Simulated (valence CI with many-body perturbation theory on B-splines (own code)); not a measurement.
## Sensitivity of CI+MBPT for Rb⁶⁺

Calculated by relativistic CI+MBPT: three valence electrons over a frozen Dirac-Fock core [Ar] 3d10, a basis of 6 s, 6 p, 5 d, 3 f, 1 g functions for each j, with the one-electron correlation potential Σ1 (screened to all orders), the two-electron term Σ2, the three-electron term Σ3, Breit, model QED; selected single and double excitations, second order for the rest, scaled by the run's own slope (own B-spline code, finite nucleus).

Against 17 measured levels this calculation errs by 168 cm⁻¹ on average and by 307 at most. These come from a selection out of Sansonetti, J. Phys. Chem. Ref. Data 35, 301 (2006). Levels without a partner in it may be off by more.

The reference run has the lowest level 4s2 4p 2P°_1/2 and an ionisation energy of 99.0904 eV. Its largest variational space holds 4047 state functions.

Names give the largest LS component (configuration and term), which can be under half, so a name can repeat, a term be missing and a line seem to break the LS rules; names also repeat where a configuration has a term twice.

Changed runs:
A. three-electron term on → off
B. correlating orbitals by l 3 3 3 2 1 → 1 6 4 2 0; hole-hole ladder in Σ2 on → off
C. Breit term on → off
D. Davidson tolerance 2e-05 → 0.03 (bad on purpose)

Excitation energies of the reference run in cm⁻¹, and shifts in cm⁻¹:

```
                 Level  Reference        A        B        C         D
        4s2 4p 2P°_3/2      10460     -2.3     -3.4     +194      +4.7
         4s 4p2 4P_1/2     122014      -23     -200      -56      +1.0
         4s 4p2 4P_3/2     126438      -25     -206      +39      +2.7
         4s 4p2 4P_5/2     131840      -26     -199     +136      +2.4
         4s 4p2 2D_3/2     160605     +3.3      +48     +109      +3.9
         4s 4p2 2D_5/2     162097     +2.3      +42     +167      +5.7
         4s 4p2 2S_1/2     190868      +90     +307      +23      +8.3
         4s 4p2 2P_1/2     203073      +67     +265     +149       +14
         4s 4p2 2P_3/2     207178      +56     +237     +181       +11
         4s2 4d 2D_3/2     256066      +32     +366     +378       +16
         4s2 4d 2D_5/2     257345      +30     +364     +434      -0.7
           4p3 2D°_3/2     311328      -12     -128     +8.0      +7.2
Ionisation energy (eV)    99.0904  +0.0129  -0.0277  +0.0554  -9.9e-05
```
